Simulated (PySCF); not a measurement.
## Mo (molybdenum, neutral) across methods

[Kr] 4d5 5s1, high-spin 7S determinant. Calculation: PySCF 2.14, in ANO-RCC-VTZP (7s6p4d2f1g, 68 functions); the spin-free X2C one-electron Hamiltonian (Gaussian nucleus). The B2PLYP total includes its PT2 part (frozen core); its orbital energies are those of the SCF part.

```tsv
method	E (hartree)	mean ε 4p β (eV)	mean ε 4d α (eV)	mean ε 5s α (eV)	Σ⟨r²⟩ (bohr²)	⟨S²⟩
PBE0	-4047.94	-38.260	-5.881	-5.162	54.97	12.001
LC-wPBE	-4047.85	-40.877	-8.453	-6.925	54.68	12.002
UHF	-4046.07659	-43.679	-9.365	-6.493	55.59	12.004
r2SCANh	-4048.25	-37.467	-5.337	-5.095	54.58	12.002
PBE	-4047.87	-36.097	-4.584	-4.609	55.36	12.001
B2PLYP	-4047.70	-40.385	-6.969	-5.540	55.34	12.001
LDA	-4043.50	-36.474	-4.707	-4.847	55.42	12.000
r2SCAN	-4048.26	-36.670	-4.841	-4.881	54.65	12.002
```
